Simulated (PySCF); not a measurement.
# Substituent chemical shifts

Parent skeleton `[SiH3:1][NH:2][SiH3:3]`; one hydrogen on atom 1 is replaced by X. Hydrogens on one atom are averaged.

How the numbers were obtained: PBE0-D3(BJ)/def2-SVP geometry, σ from GIAO-PBE0/pcSseg-1, in PySCF (one computed conformer, relativity neglected, averaged over atoms made equivalent by symmetry, fast rotation or ring inversion, in vacuum).

Shifts are taken against calculated references (same method and geometry level): ²⁹Si (σ = 351.99 ppm) and ¹H (σ = 31.27 ppm) against TMS; NH3 for ¹⁵N (σ = 265.67 ppm).

Parent (X = H): Si1 -46.7, N2 -5.9, Si3 -46.7, H(Si1) 4.74, H(Si3) 4.74 ppm. Effects are Δδ = δ(X) − δ(H), positive for deshielding.

(1) Give Δδ (ppm) for X = SSiH3, BF2, cBu, NHSiH3, CH2NH2, OCH3, CONH2.

(2) Which position responds most, and to which substituents?

Answers

(1) 
```tsv
X	SMILES	Si1	N2	Si3	H(Si1)	H(Si3)
SSiH3	[SiH3]N[SiH2]S[SiH3]	+35.8	+28.3	-1.8	+0.52	+0.01
BF2	FB(F)[SiH2]N[SiH3]	-11.6	-8.4	+0.9	-0.01	-0.06
cBu	[SiH3]N[SiH2]C1CCC1	+21.3	+3.3	-8.0	+0.05	-0.14
NHSiH3	[SiH3]N[SiH2]N[SiH3]	+20.8	+33.2	-6.4	+0.09	-0.03
CH2NH2	NC[SiH2]N[SiH3]	+14.2	-3.5	-9.0	-0.06	-0.02
OCH3	CO[SiH2]N[SiH3]	+22.9	+29.7	-2.5	-0.05	-0.04
CONH2	NC(=O)[SiH2]N[SiH3]	-10.4	-2.0	-8.6	+0.03	+0.01
```

(2) Si1: from -11.6 ppm with BF2 to +35.8 ppm with SSiH3.

Experimental scales use liquid or dissolved standards, which lie at an offset from isolated NH3 (liquid NH3: subtract about 20 ppm).
